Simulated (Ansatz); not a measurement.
Molecule: sum formula H5SiN2O2, net charge 0, doublet state. It need not be the lowest isomer of its formula. 
Coordinates optimised at B3LYP-D3(BJ)/def2-TZVP (Ansatz, an electronic-structure program):
SMILES: N[Si](O)(N)[O]
```xyz
10

Si     0.0098    -0.0162    -0.0672
O     -0.8162    -1.2406    -0.7356
O      1.6500    -0.0691    -0.0498
N     -0.5098     1.4496    -0.7458
N     -0.3898    -0.2844     1.5926
H      2.1022    -0.1454    -0.8929
H      0.0155     2.3062    -0.7024
H     -1.4244     1.5607    -1.1487
H     -1.3496    -0.2336     1.8988
H      0.1461    -0.9410     2.1416
```
Charge 0, spin multiplicity 2.

Total electronic energies in hartree. Correlated levels leave the core frozen unless marked. Open shells are spin-unrestricted. No spin-orbit coupling. No relativistic terms. CBS(X,Y): correlation extrapolated as X^-3; Hartree-Fock from the larger set. The bracket is a focal-point correction in the basis named.

| level | program | energy (Eh) |
|---|---|---|
| PBE0-D3(BJ)/def2-TZVP | Ansatz + dftd3 | -552.27496 |
| PBE0/def2-TZVP | Ansatz | -552.26872 |
| PBE0/def2-QZVPP | Ansatz | -552.30027 |
| LC-wPBE-D4/def2-TZVPD | Ansatz + dftd4 | -552.44082 |
| B2PLYP-D3(BJ)/def2-TZVPD | Ansatz + dftd3 | -552.38487 |
| B2PLYP/def2-TZVPD | Ansatz | -552.37896 |
| PBE-QIDH/def2-TZVPD | Ansatz | -552.14640 |
| MP2/6-31G | Ansatz | -550.85546 |
| RI-MP2/CBS(cc-pV(T+d)Z,cc-pV(Q+d)Z)+[CCSD(T)-MP2]/cc-pV(T+d)Z | Ansatz | -551.9242 |

Totals of different functionals don't rank their quality; only differences between species are comparable.
